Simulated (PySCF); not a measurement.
SnH3(pyrrolidide), C4H11NSn.
Structure used (PBE0-D3(BJ)/def2-SVP), in Å, numbered top down from 1:
```
atom  x, y, z in Å
Sn1    1.2690    2.1484    0.6998
H2     1.3674    2.1708    2.4218
H3     2.8417    2.0841    0.0265
H4     0.3725    3.4937    0.1387
N5     0.2912    0.5013   -0.0020
C6    -1.1394    0.3398    0.1384
C7    -1.4345   -0.8961   -0.7220
C8    -0.1259   -1.7131   -0.6720
C9     0.8518   -0.8271    0.1224
H10   -1.6826    1.2374   -0.1998
H11   -1.4531    0.1433    1.1896
H12   -1.6517   -0.5858   -1.7544
H13   -2.3060   -1.4579   -0.3548
H14   -0.2589   -2.6937   -0.1911
H15    0.2550   -1.8976   -1.6866
H16    0.8941   -1.1816    1.1773
H17    1.8809   -0.8666   -0.2715
```

Theory: PBE0-D3(BJ)/def2-SVP geometry optimisation, gas phase, def2 core potentials past Kr in PySCF 2.14.0.

Task: Which atoms are bound to Sn1, and at what distances?

Result: 4 atoms: H4 1.711 Å, H3 1.712 Å, H2 1.725 Å, N5 2.040 Å. The nearest atom not counted as bound is C9, at 3.06 Å (others tie with it).

Task: List the angles at Sn1.

Result: 
```
    angle  degrees  distance of the outer atoms (Å)
H3–Sn1–H4    112.4                             2.85
H2–Sn1–N5    112.4                             3.13
H2–Sn1–H4    110.3                             2.82
H2–Sn1–H3    109.9                             2.81
H3–Sn1–N5    105.9                             3.00
H4–Sn1–N5    105.7                             3.00
```

Task: What is the shape at Sn1?

Result: Distorted tetrahedral: angles from 105.7° to 112.4°; τ4 = (360° − α − β)/141° = 0.96 with α and β the two widest (0 for a square, 1 for a tetrahedron). The Sn–H distances aren't all alike: 1.711 to 1.725 Å.

Task: What are the other bond lengths?

Result: N5–C6, N5–C9 1.447 Å; C6–C7, C8–C9 1.537 Å; C6–H10, C9–H17 1.102 Å; C6–H11, C9–H16 1.114 Å; C7–C8 1.544 Å; C7–H12 and 3 like bonds 1.100 Å.

Task: Give some angles away from the centre.

Result: Sn1–N5–C6 122.1°, C6–N5–C9 105.8°, N5–C6–C7 103.0°, C6–C7–C8 104.2°, C7–C8–C9 104.5°.

Task: What are the rotational constants (commonest isotopes, rigid rotor)?

Result: A = 6177, B = 918.5, C = 835.7 MHz: a near-prolate asymmetric top.

Point group: near Cs, missed by 0.19 Å at most; the miss may be what the optimiser left on a soft mode. Charge 0, singlet. No PBE0-D3(BJ)/def2-SVP frequencies stand behind this structure, so it isn't proved a minimum.

Hardware: Intel Xeon at 2.50 GHz, one thread, shared host with 64 logical CPUs at a one-minute load of 59. Cost: 3.3 min of wall time, 0.61 GiB resident at most. These figures are those of the optimisation.

One conformer stands for the species.
